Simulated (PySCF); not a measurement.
CdMe(SeMe), C₂H₆CdSe (singlet state).
Bonds: Cd1–C2, Cd1–Se6, Se6–C7. Hydrogens: H3, H4, H5 on C2; H8, H9, H10 on C7.

Computed by this run: PBE0-D3(BJ)/def2-SVP geometry optimisation, gas phase, def2 core potentials past Kr (PySCF 2.14.0); density fitting, grid level 1; the optimiser is geomeTRIC in internal coordinates, started from a GFN2-xTB structure with every atom displaced at random (about 0.03 Å).

Step 2: E = -72066.0176 eV
```
atom  x, y, z in Å  |  force x, y, z in eV/Å
Cd1     0.5568   -1.3847    0.4019   -0.316   0.553  -0.213
C2      0.1455   -0.3493    2.2280    0.330  -0.842   0.195
H3     -0.9167   -0.0939    2.2166   -0.224   0.063   0.034
H4      0.7491    0.5562    2.2053    0.172   0.365   0.033
H5      0.3859   -0.9190    3.1420   -0.087   0.104  -0.124
Se6     0.4036   -1.2877   -2.0955    0.132  -0.232   0.127
C7     -0.2089    0.5833   -2.0120   -0.143   0.111  -0.112
H8     -1.1564    0.6787   -1.4547    0.145  -0.016  -0.105
H9     -0.3853    0.8947   -3.0582    0.046  -0.050   0.236
H10     0.5510    1.2451   -1.5690   -0.055  -0.057  -0.071
```

Step 3: E = -72066.1714 eV
```
atom  x, y, z in Å  |  force x, y, z in eV/Å
Cd1     0.4657   -1.1894    0.4292   -0.168   0.301  -0.099
C2      0.1698   -0.3984    2.3796    0.186  -0.490   0.070
H3     -0.8926   -0.1428    2.4579   -0.143   0.053   0.075
H4      0.7672    0.5154    2.4487    0.097   0.194   0.075
H5      0.4445   -1.0723    3.2097   -0.042   0.081  -0.168
Se6     0.4010   -1.2646   -2.0564    0.061  -0.113   0.148
C7     -0.2192    0.6042   -2.1723   -0.084   0.111  -0.267
H8     -1.1912    0.7490   -1.6709    0.159  -0.029  -0.098
H9     -0.3441    0.8123   -3.2530    0.007  -0.025   0.304
H10     0.5235    1.3097   -1.7682   -0.073  -0.082  -0.039
```

Q: Estimate the geometry and energy of step 4. (The exact step hangs on the optimiser's Hessian estimate; all steps are aligned on step 3, rigid shifts and turns removed.)

A: E = -72066.2878 eV, largest force 0.226 eV/Å
```
atom  x, y, z in Å  |  force x, y, z in eV/Å
Cd1     0.3299   -0.8970    0.4985    0.029  -0.050  -0.001
C2      0.1961   -0.4556    2.5581   -0.104  -0.021   0.015
H3     -0.8564   -0.2286    2.7825   -0.021   0.002   0.073
H4      0.7937    0.4406    2.7666    0.070   0.071   0.065
H5      0.5288   -1.2677    3.2220    0.017  -0.021  -0.115
Se6     0.3820   -1.2001   -1.9520   -0.020   0.122   0.041
C7     -0.2281    0.6280   -2.3804    0.026  -0.017  -0.223
H8     -1.2278    0.8341   -1.9730    0.053  -0.026  -0.012
H9     -0.2810    0.6811   -3.4804   -0.018  -0.010   0.135
H10     0.4873    1.3884   -2.0374   -0.032  -0.050   0.021
```

The energy changes by -0.1164 eV. The first-order estimate −F·Δx gives -0.1835 eV and the mean of the old and new forces, exact on a quadratic surface, -0.1145 eV. The step makes an angle of 76° with the force vector and moves no atom by more than 0.338 Å.

What follows is the cost of the whole optimisation. Time: 87 s of wall time; peak memory 0.49 GiB. Hardware: an Arm Neoverse V1 with one thread, no GPU (shared host).
